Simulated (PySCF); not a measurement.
## O²⁺: ionisation energy

O²⁺ [He] 2s2 2p2 (3P) → O³⁺ [He] 2s2 2p1 (2P), as a difference of total energies. Calculation: PySCF 2.14, in def2-QZVPPD (8s5p4d2f1g, 66 functions); no relativity, point nucleus. Correlated levels: valence: 1s2 frozen. The calculations carry no spin-orbit coupling.

```tsv
method	ionisation energy (eV)
UHF	54.615
MP2 (valence)	55.044
SCS-MP2 (valence)	54.894
CCSD (valence)	54.824
CCSD(T) (valence)	54.836
```

How much does correlation contribute at CCSD(T) (valence)?

54.836 − (54.615) = 0.221 eV, measured against UHF.

A first-order spin-orbit estimate (lowest level to lowest level, LS coupling) adds -0.005 eV.

Errors of the correlated levels include the incompleteness of this basis and the frozen core.

For comparison: 54.936 eV (semi-empirical (NIST evaluation); NIST Atomic Spectra Database, ionization energies).
